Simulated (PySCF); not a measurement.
# Frontier levels across methods

Compound: C₃H₁₀BN.
Atom-mapped SMILES: `[CH3:1][BH:2][NH:3][CH2:4][CH3:5]` (hydrogens: H6, H7, H8 on C1; H9 on B2; H10 on N3; H11, H12 on C4; H13, H14, H15 on C5)

Geometry (PBE0-D3(BJ)/def2-SVP, Å), atoms numbered from 1 in this order:
```
atom  x, y, z in Å
C1    -2.5251    0.2575    0.0206
B2    -1.1883   -0.5083    0.3461
N3    -0.0041   -0.2556   -0.3448
C4     1.2906   -0.8637   -0.1393
C5     2.3452    0.1245    0.3316
H6    -2.9156    0.7484    0.9277
H7    -2.4325    1.0213   -0.7683
H8    -3.3067   -0.4578   -0.2887
H9    -1.1480   -1.3553    1.2184
H10   -0.0070    0.4561   -1.0701
H11    1.6329   -1.3516   -1.0711
H12    1.1654   -1.6659    0.6033
H13    2.4874    0.9373   -0.3991
H14    3.3183   -0.3721    0.4686
H15    2.0517    0.5815    1.2888
```

Basis pcSseg-1 throughout (PySCF), one geometry. The structure is a single PBE0-D3(BJ)/def2-SVP conformer in the gas phase; no vibrational or solvent corrections.

Q: How do the orbital energies, the gap and the dipole change with the method?

A: 
```
   method                    kind  HOMO (eV)  LUMO (eV)  gap (eV)  μ (D)  SCF cycles
     BLYP                     GGA      -6.15       0.03      6.17   1.76          14
    B97-D                     GGA      -6.25       0.05      6.29   1.72          14
     OPBE                     GGA      -6.25       0.03      6.28   1.75          14
      PBE                     GGA      -6.29      -0.12      6.17   1.77          14
      KT3                     GGA      -6.35      -0.09      6.27   1.69          14
      KT2                     GGA      -6.35      -0.14      6.22   1.71          13
     BP86                     GGA      -6.38      -0.16      6.22   1.77          14
      LDA                     LDA      -6.43      -0.33      6.10   1.79          13
    B97-2           global hybrid      -7.31       0.86      8.17   1.68          12
    B3LYP           global hybrid      -7.35       0.64      7.99   1.70          12
     PBE0           global hybrid      -7.58       0.87      8.45   1.70          12
 mPW1PW91           global hybrid      -7.61       0.87      8.48   1.69          12
BHandHLYP           global hybrid      -8.78       1.88     10.66   1.61          12
CAM-B3LYP  range-separated hybrid      -8.96       1.97     10.93   1.68          12
  wB97X-D  range-separated hybrid      -9.46       2.73     12.18   1.68          12
  LC-wPBE  range-separated hybrid     -10.36       3.16     13.53   1.68          12
       HF            Hartree–Fock     -10.70       4.30     15.00   1.50           9
```

The HOMO spans 4.56 eV, from BLYP down to HF, and the gap runs from 6.10 eV (LDA) to 15.00 eV (HF). Over the methods BLYP (0 %), B97-D (0 %), OPBE (0 %), PBE (0 %), KT3 (0 %), KT2 (0 %), BP86 (0 %), LDA (0 %), B97-2 (21 %), B3LYP (20 %), PBE0 (25 %), mPW1PW91 (25 %), BHandHLYP (50 %), HF (100 %), a straight line through the gap against the share of exact exchange rises by 0.88 eV for each 10 % (correlation coefficient 1.000). The dipole ranges from 1.50 D (HF) to 1.79 D (LDA). This basis has no diffuse functions.
